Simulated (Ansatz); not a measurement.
Coupled-cluster diagnostics for InH2(OH) (InOH3), Ansatz.

Geometry of the singlet (PBE-D4/def2-TZVP):

```csv
atom,x (Å),y (Å),z (Å)
In1,0.339,-0.538,0.042
H2,1.864,-0.723,0.807
H3,-0.733,-1.595,-0.803
O4,-0.303,1.370,0.193
H5,-1.167,1.486,-0.239
```

In the def2 sets In takes a core potential; there is no spin–orbit coupling. Correlated methods freeze 5 core orbitals; core or outer-core shells of In are correlated, in sets that lack core-valence functions.

(1) Estimate the CCSD(T) correlation energy, the shares of MP2 and (T), T1 and the reference's ⟨S²⟩ for: charge 0, singlet, own geometry in def2-TZVPP; charge 1, doublet, vertical in def2-TZVPP; and the rough time on 4 threads of Arm Neoverse V2 on a shared host.

## Answers

(1) 
| state | basis | correlation (eV) | MP2 share (%) | (T) share (%) | T1 | ⟨S²⟩ (pure) | wall time |
| --- | --- | --- | --- | --- | --- | --- | --- |
| charge 0, singlet, own geometry | def2-TZVPP | -15.481 | 95.9 | 3.1 | 0.017 | 0.00 (0.00) | 4.6 s |
| charge 1, doublet, vertical | def2-TZVPP | -13.693 | 93.4 | 2.4 | 0.014 | 0.76 (0.75) | 17 s |
Customary marks for T1 are 0.02 (closed shells), 0.045 (open shells) and about 0.05 (3d metals). T1 stays under 0.02 throughout.
